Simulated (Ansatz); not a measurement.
Computed with Ansatz.

A structure relaxed at PBE0-D4/def2-TZVP, charge 0, multiplicity 1:

```xyz
13

B     0.437   -1.180    1.903
N     0.316    0.153    1.503
Si    0.490    0.721   -0.142
C    -0.957    0.193   -1.231
O    -0.712    0.519   -2.595
H     0.708   -2.003    1.072
H     0.274   -1.487    3.049
H     0.091    0.838    2.211
H     0.599    2.202   -0.101
H     1.725    0.150   -0.745
H    -1.176   -0.876   -1.097
H    -1.863    0.732   -0.942
H     0.068    0.039   -2.886
```

(1) Give its formula and SMILES.

(2) Point group (tolerance 0.08 Å, 0.16 Å for H)?

(3) Summarise the bond lengths by kind.

Results:

(1) CH8BNOSi, `BN[SiH2]CO`.

(2) C1.

(3) 1 × B–N 1.398 Å; 2 × B–H 1.197 to 1.201 Å; 1 × N–Si 1.749 Å; 1 × H–N 1.010 Å; 1 × C–Si 1.886 Å; 2 × H–Si 1.486 to 1.489 Å; 1 × C–O 1.423 Å; 2 × C–H 1.093 to 1.099 Å; 1 × H–O 0.961 Å.
